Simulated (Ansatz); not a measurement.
Consider the homolysis of the Ge–Si bond: `C[SiH2][GeH2][Cl]` → `[Cl][GeH2]`• + `C[SiH2]`•.

Calculated with Ansatz (gas phase, PBE0-D4/def2-TZVP geometries, no zero-point term in ΔE). CCSD(T)/CBS is the MP2 limit (def2-TZVPP, def2-QZVPP) plus CCSD(T) − MP2 in def2-TZVPP, frozen cores. Functionals use def2-TZVPP. B3LYP here is the variant with VWN-RPA as its local correlation; programs differ in this. HSE06 is defined as in plane-wave codes. No spin–orbit coupling; open shells (•) take unrestricted orbitals. For Ge outer-core shells are correlated without core-valence functions, which leaves a few kJ/mol of doubt a bond. Scalar relativity is left out up to krypton. Each species was taken in one conformer, which may not be the lowest.

| level | ΔE (kcal/mol) | difference from CCSD(T)/CBS |
| --- | --- | --- |
| LDA (SPW92) | 82.5 | 3.3 |
| PBE-D4 | 73.2 | -6.0 |
| revPBE-D4 | 70.8 | -8.4 |
| BLYP-D4 | 70.6 | -8.6 |
| r2SCAN-D4 | 71.6 | -7.6 |
| B97M-V | 75.7 | -3.5 |
| PBE0-D4 | 74.4 | -4.8 |
| B3LYP-D4 | 72.9 | -6.3 |
| r2SCANh-D4 | 71.8 | -7.4 |
| r2SCAN0-D4 | 72.0 | -7.2 |
| HSE06-D4 | 74.3 | -4.9 |
| BHLYP-D4 | 74.2 | -5.0 |
| CAM-B3LYP-D4 | 74.0 | -5.2 |
| ωB97X-V | 78.4 | -0.8 |
| ωB97M-V | 76.6 | -2.6 |
| B2PLYP | 72.8 | -6.4 |
| PBE | 70.9 | -8.3 |
| BLYP | 66.1 | -13.1 |
| PBE0 | 72.3 | -6.9 |
| B3LYP | 69.2 | -10.0 |
| r2SCANh | 71.0 | -8.2 |
| r2SCAN0 | 71.2 | -8.0 |
| HSE06 | 72.3 | -6.9 |
| BHLYP | 70.7 | -8.5 |
| CAM-B3LYP | 71.7 | -7.5 |
| LC-ωPBE | 73.2 | -6.0 |
| RPA@PBE/def2-TZVPP | 73.2 | -6.0 |
| HF/def2-SVP | 55.6 | -23.6 |
| MP2/def2-SVP | 72.8 | -6.4 |
| CCSD/def2-SVP | 70.8 | -8.4 |
| MP2/def2-TZVPP | 77.4 | -1.8 |
| SCS-MP2/def2-TZVPP | 77.1 | -2.1 |
| CCSD/def2-TZVPP | 74.6 | -4.6 |
| CCSD(T)/def2-TZVPP | 76.2 | -3.0 |
| HF/def2-QZVPP | 54.3 | -24.9 |
| MP2/def2-QZVPP | 79.0 | -0.2 |
| SCS-MP2/def2-QZVPP | 78.7 | -0.5 |
| HF/CBS(def2) | 54.2 | -25.0 |
| MP2/CBS(def2) | 80.4 | 1.2 |
| CCSD/CBS(def2) | 77.6 | -1.6 |
| CCSD(T)/CBS | 79.2 | 0 |

Largest T1 diagnostic among the species: 0.012.

At CCSD(T), def2-SVP lies −7.3 kcal/mol from the extrapolated value and def2-TZVPP −3.0 kcal/mol: correlation converges slowly with the basis, and small sets miss more of it in the bonded molecule than in its fragments. From PBE to PBE0 (25 % exact exchange), in def2-TZVPP and without D4, ΔE moves by +1.4 kcal/mol.

CCSD(T)/CBS has its own doubt, a few kJ/mol and more with outer-core shells, so smaller differences from it don't rank the levels.
